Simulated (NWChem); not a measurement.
## Ionisation of C₂H₂F

SMILES: [CH]=CF
```xyz
5

C     -0.8840    -0.9119     0.0000
C      0.2940    -0.3326     0.0000
F      0.4714     1.0048     0.0000
H     -1.9495    -0.7010     0.0000
H      1.2470    -0.8746     0.0000
```
Charge 0, spin multiplicity 2.

Everything below was run with NWChem. All single points use one geometry, from UB3LYP/def2-SVP, a minimum by its harmonic frequencies.

Basis set: def2-TZVPD. The species with one electron less has spin multiplicity 3 and keeps the geometry of the parent. Δ marks differences of total energies (open shells unrestricted). −ε marks an orbital energy of the parent. That orbital need not have the symmetry of the hole or added electron in the Δ rows.

B3LYP has NWChem's definition, with VWN1-RPA local correlation. The structure started from a generated list of species. The unpaired electrons of the parent sit in orbitals of symmetry a' (Cs labels of the run); other states weren't searched. No SCF solution was tested for a lower state.

One of these methods gave a first vertical ionisation energy of 6.80 eV. Which?
A) −ε(beta HOMO) of r2SCAN
B) Δr2SCAN
C) ΔB3LYP
D) −ε(beta HOMO) of M06-2X

A, −ε(beta HOMO) of r2SCAN. The others give 10.60 (ΔB3LYP), 10.44 (Δr2SCAN), 7.13 (−ε(beta HOMO) of M06-2X).
